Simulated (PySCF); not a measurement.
C₂H₇BOS, SMILES COB(C)S.

Geometry optimised at PBE-D3(BJ)/def2-SVP. The structure was generated by enumeration, and PubChem lists no compound with its InChIKey, so it may never have been made. Other conformers were not sampled.

All values below come from PySCF with PBE-D3(BJ)/def2-SVP.

Frequencies are harmonic and unscaled.

```
mode  ν (cm⁻¹)  IR (km/mol)  moving atoms (share of kinetic energy)
----  --------  -----------  --------------------------------------
1           59          1.2                                  H 95 %
2           80          0.1                                  H 99 %
3          182          7.6                  O 41 %, H 32 %, C 23 %
4          197          4.1                  C 42 %, S 32 %, H 22 %
5          272          0.1          H 33 %, C 32 %, S 18 %, O 10 %
6          350         12.8                                  H 87 %
7          428          0.2          O 40 %, C 23 %, H 17 %, S 14 %
8          453          0.0                  B 49 %, H 35 %, O 14 %
9          565          7.5  C 34 %, S 28 %, H 15 %, O 12 %, B 12 %
10         765         10.6                          H 85 %, C 11 %
11         802         14.4                  H 65 %, C 20 %, O 11 %
12         842         12.5                  H 55 %, B 24 %, C 19 %
13        1039         90.8          C 34 %, O 32 %, B 20 %, H 13 %
14        1077        110.5                  B 52 %, H 29 %, C 13 %
15        1131          0.1                          H 76 %, C 19 %
16        1156          5.3                   H 69 %, C 18 %, B 8 %
17        1265         44.3                          H 60 %, C 26 %
18        1333        303.9          H 35 %, B 33 %, O 18 %, C 14 %
19        1388         14.4                                  H 92 %
20        1389          7.1                                  H 96 %
21        1417         14.9                                  H 96 %
22        1419          9.1                                  H 97 %
23        1448         88.0                  H 63 %, B 19 %, O 14 %
24        2634          1.2                                  H 97 %
25        2942         39.1                                  H 97 %
26        2972          1.6                                  H 97 %
27        3022         21.8                          H 90 %, C 10 %
28        3052          4.5                           H 91 %, C 9 %
29        3067         19.9                           H 91 %, C 9 %
30        3080          9.9                           H 91 %, C 9 %
```
